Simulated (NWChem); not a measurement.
System: GaHBrCl; SMILES [Cl][GaH][Br]

```xyz
4

Ga    -0.6403    -0.5417     0.0000
H     -2.1679    -0.7974     0.0000
Cl     0.7637    -2.1555     0.0000
Br     0.2582     1.5495     0.0000
```
Atoms are numbered in this order, from 1.

Results from NWChem. Geometry: optimised at PBE0/def2-SVP. Ions are spin-unrestricted doublets at the neutral geometry; other ion states weren't tried.

| level | −ε(HOMO) (eV) |
|---|---|
| B3LYP/def2-TZVP | 8.37 |
| PBE/def2-TZVP | 7.35 |
| BHandHLYP/def2-TZVP | 9.76 |
